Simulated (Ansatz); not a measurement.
`C=C[SiH](Cl)/C=C\[SiH](Cl)Cl` + `O[SiH2]O` → `O[SiH2]O[SiH](Cl)Cl` + `C=C[SiH](Cl)C=C`  (ligand exchange at the Si–C bond)

Program: Ansatz. Geometries: PBE0-D4/def2-TZVP. ΔE: electronic, gas phase. CCSD(T)/CBS is the MP2 limit (def2-TZVPP, def2-QZVPP) plus CCSD(T) − MP2 in def2-TZVPP, frozen cores. Functionals use def2-TZVPP. One conformer a species, not always the lowest.

```json
{"level": "PBE-D4", "ΔE (kJ/mol)": "-109.2", "difference from CCSD(T)/CBS": "18.2"}
{"level": "PBE0-D4", "ΔE (kJ/mol)": "-116.9", "difference from CCSD(T)/CBS": "10.5"}
{"level": "ωB97X-V", "ΔE (kJ/mol)": "-127.0", "difference from CCSD(T)/CBS": "0.4"}
{"level": "PBE", "ΔE (kJ/mol)": "-117.5", "difference from CCSD(T)/CBS": "9.9"}
{"level": "PBE0", "ΔE (kJ/mol)": "-124.8", "difference from CCSD(T)/CBS": "2.6"}
{"level": "MP2/def2-TZVPP", "ΔE (kJ/mol)": "-124.3", "difference from CCSD(T)/CBS": "3.1"}
{"level": "SCS-MP2/def2-TZVPP", "ΔE (kJ/mol)": "-130.6", "difference from CCSD(T)/CBS": "-3.2"}
{"level": "CCSD(T)/def2-TZVPP", "ΔE (kJ/mol)": "-127.2", "difference from CCSD(T)/CBS": "0.2"}
{"level": "HF/def2-QZVPP", "ΔE (kJ/mol)": "-165.5", "difference from CCSD(T)/CBS": "-38.1"}
{"level": "MP2/def2-QZVPP", "ΔE (kJ/mol)": "-125.3", "difference from CCSD(T)/CBS": "2.1"}
{"level": "CCSD(T)/CBS", "ΔE (kJ/mol)": "-127.4", "difference from CCSD(T)/CBS": "0"}
```

Largest T1 diagnostic among the species: 0.011.

From PBE to PBE0 (25 % exact exchange), in def2-TZVPP and without D4, ΔE moves by −7.3 kJ/mol. In def2-TZVPP, CCSD(T) changes the Hartree–Fock value by +35.5 kJ/mol (the triples alone add +5.9 kJ/mol) and MP2 by +38.4 kJ/mol. The D4 term adds +13.0 kJ/mol with B3LYP and +7.9 kJ/mol with PBE0; it sums over pairs of atoms, weighted by their polarisabilities, and B3LYP, whose exchange is more repulsive, gets the larger term.

B3LYP here is the variant with VWN-RPA as its local correlation; programs differ in this.
